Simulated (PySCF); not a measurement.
Breaking a bond: IF, singlet.

Methods: UHF/def2-TZVP, def2 effective core potentials past Kr (PySCF); RHF/def2-TZVP, def2 effective core potentials past Kr (PySCF); UKS-M06-2X = unrestricted M06-2X/def2-TZVP, def2 effective core potentials past Kr (PySCF); RKS-M06-2X = PySCF with restricted M06-2X/def2-TZVP, def2 effective core potentials past Kr; UKS-r2SCAN = unrestricted r2SCAN/def2-TZVP, def2 effective core potentials past Kr in PySCF; RKS-r2SCAN = PySCF with restricted r2SCAN/def2-TZVP, def2 effective core potentials past Kr; UKS-PBE = PySCF with unrestricted PBE/def2-TZVP, def2 effective core potentials past Kr; RKS-PBE = PySCF with restricted PBE/def2-TZVP, def2 effective core potentials past Kr.

Scanned distances (Å): 1.54, 1.61, 1.69, 1.79, 1.86, 1.90, 1.97, 2.04, 2.08, 2.23, 2.36, 2.55, 2.88, 3.17, 3.45, 3.84, 4.23, 4.72, 5.11, 5.78, 6.68, 7.61.

Task: Where does the unrestricted solution first break spin symmetry (<S²> of 0.01 or more)?

Result: UHF: between 2.08 and 2.23 Å; UKS-M06-2X: between 2.23 and 2.36 Å; UKS-r2SCAN: between 2.23 and 2.36 Å; UKS-PBE: between 2.23 and 2.36 Å.

```csv
R / Å,<S²> UHF,E(RHF) − E(UHF) / kcal/mol,<S²> UKS-M06-2X,E(RKS-M06-2X) − E(UKS-M06-2X) / kcal/mol,<S²> UKS-r2SCAN,E(RKS-r2SCAN) − E(UKS-r2SCAN) / kcal/mol,<S²> UKS-PBE,E(RKS-PBE) − E(UKS-PBE) / kcal/mol
1.54,0.00,0.0,0.00,0.0,0.00,0.0,0.00,0.0
1.61,0.00,0.0,0.00,0.0,0.00,0.0,0.00,0.0
1.69,0.00,0.0,0.00,0.0,0.00,0.0,0.00,0.0
1.79,0.00,0.0,0.00,0.0,0.00,0.0,0.00,0.0
1.86,0.00,0.0,0.00,0.0,0.00,0.0,0.00,0.0
1.90,0.00,0.0,0.00,0.0,0.00,0.0,0.00,0.0
1.97,0.00,0.0,0.00,0.0,0.00,0.0,0.00,0.0
2.04,0.00,0.0,0.00,0.0,0.00,0.0,0.00,0.0
2.08,0.00,0.0,0.00,0.0,0.00,0.0,0.00,0.0
2.23,0.53,6.5,0.00,0.0,0.00,0.0,0.00,0.0
2.36,0.74,19.0,0.14,0.4,0.26,0.5,0.04,0.0
2.55,0.88,39.2,0.51,6.3,0.56,2.6,0.43,1.2
2.88,0.97,70.9,0.84,24.3,0.87,10.8,0.79,—
3.17,1.00,93.0,0.95,38.8,0.97,—,0.92,—
3.45,1.01,109.8,0.98,50.0,1.01,—,0.98,—
3.84,1.01,127.0,1.01,61.8,1.01,—,1.00,—
4.23,1.01,138.9,1.01,70.1,1.01,—,1.00,—
4.72,1.01,149.0,1.01,76.7,1.01,—,1.00,—
5.11,1.01,154.6,1.01,80.1,1.01,—,1.00,—
5.78,1.01,161.1,1.01,84.0,1.01,—,1.00,—
6.68,1.01,166.8,1.01,87.3,1.01,—,1.00,—
7.61,1.01,170.8,1.01,89.6,1.01,—,1.00,—
```

A dash means that the run gave no value there, or that the column was ended at a point which the program doubted or which failed a test of continuity chosen for this set; such a test can also cut sound points.
